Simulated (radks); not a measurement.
Results of a calculation; reference values are marked as such.
Charge is removed step by step from the 4d down level of Pd, starting from [Kr] 4d(up 5, down 5). Code: a radial shooting solver on a logarithmic mesh with Libxc functionals. Model: scalar-relativistic Kohn-Sham, PBE, spin-polarised, spherical densities, point nucleus.

removed (e)	E - E(0) (eV)	eigenvalue (eV)	E minus straight line (eV)
0	0.000	-4.048	0.000
0.1	0.450	-4.949	-0.445
0.2	0.991	-5.881	-0.799
0.3	1.627	-6.843	-1.058
0.4	2.360	-7.831	-1.219
0.5	3.194	-8.846	-1.280
0.6	4.130	-9.885	-1.239
0.7	5.172	-10.947	-1.092
0.8	6.321	-12.032	-0.838
0.9	7.579	-13.138	-0.475
1	8.949	-14.265	0.000

Removing the whole electron costs 8.949 eV by Delta-SCF, against 4.048 eV from minus the eigenvalue at the starting occupation. Slater's transition state (half an electron removed) gives 8.846 eV. Integrating minus the eigenvalue over the occupation (Janak's theorem) gives 8.949 eV. In this scalar-relativistic scheme the density is built from large components alone, so the theorem holds only approximately. The mean slope of the eigenvalue, de/dn, is 10.2 eV per electron. Ionisation energy of Pd in the NIST Atomic Spectra Database: 8.337 eV (measured).
